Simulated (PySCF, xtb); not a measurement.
5-(furan-2-yl)pyrimidine (C8H6N2O), SMILES c1coc(-c2cncnc2)c1.

xtb 6.7.1 with GFN2-xTB at its own geometry gives an orbital gap of 2.50 eV and a dipole moment of 3.12 D.

Coordinates come from a B3LYP-D3(BJ)/def2-SVP optimisation. One conformer was computed; it need not be the lowest.

What does CAM-B3LYP/def2-SVP run with PySCF give? (An estimate is asked for; the answer gives what the named calculation found.)

gap 7.23 eV (levels -7.66 and -0.42 eV), dipole 3.13 D.
